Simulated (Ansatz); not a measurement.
`NC1=[CH][AlH][SiH2]1` → Al• + 2 C• + 6 H• + N• + Si•  (atomization)

Calculated with Ansatz (gas phase, PBE0-D4/def2-TZVP geometries, no zero-point term in ΔE). CBS: MP2 limit from def2 TZ/QZ plus the TZ coupled-cluster correction, frozen cores. This one scheme is used for every species, atoms too. Functionals use def2-TZVPP. Open shells (•) are unrestricted, without spin–orbit coupling. Spin–orbit coupling would lower the free atoms: a little for Al, C, Si. One conformer a species, not always the lowest.

| level | ΔE (eV) |
| --- | --- |
| PBE | 40.79 |
| HF/def2-QZVPP | 28.53 |

**Question.** What does CCSD(T)/CBS give? (Best estimate.)

**Answer.** The calculation gave: +40.04 eV. The listed levels differ from it by 0.75, -11.51 eV.

Largest T1 diagnostic among the species: 0.018.

The D4 term adds +0.44 eV with B3LYP and +0.23 eV with PBE0; it sums over pairs of atoms, weighted by their polarisabilities, and B3LYP, whose exchange is more repulsive, gets the larger term. From PBE to PBE0 (25 % exact exchange), in def2-TZVPP and without D4, ΔE moves by −0.68 eV: exact exchange takes away binding that semilocal exchange gives to molecules. In def2-TZVPP, CCSD(T) changes the Hartree–Fock value by +10.40 eV (the triples alone add +0.72 eV) and MP2 by +10.98 eV; breaking electron pairs costs correlation energy, which Hartree–Fock lacks.

B3LYP here is the variant with VWN-RPA as its local correlation; programs differ in this.

For atomizations the MP2-based limit and the directly extrapolated one differ by several kJ/mol either way, and by 10 to 25 for some Ge, Se and Sn compounds, so smaller differences from it don't rank the levels.
